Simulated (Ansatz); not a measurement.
Input file for Ansatz (an electronic-structure program): U-r2SCAN/def2-TZVPP on F2Sc (SMILES [F][Sc][F]), 2S+1 = 2, a spin state set in the input, which need not be the lowest.

Ansatz 0.2 input:
```yaml
crystal:
  periodic: [false, false, false]
  atoms:
    - {symbol: Sc, position_ang: [0.51244274, 0.28349996, 0.13636510]}
    - {symbol: F, position_ang: [-0.52647066, 1.02363422, -1.18501358]}
    - {symbol: F, position_ang: [-0.01914080, -1.25976258, 0.97832885]}
basis:
  gaussian:
    orbitals: def2-TZVPP
hamiltonian:
  xc: {name: r2SCAN}
magnetization: {spin_polarized: true, initial_magnetization: 1}
```

Predict the final total energy.

-960.5072 hartree.

How many basis functions does it have, and what does it roughly cost on one machine?

126 functions; around 15 core-seconds (rough).
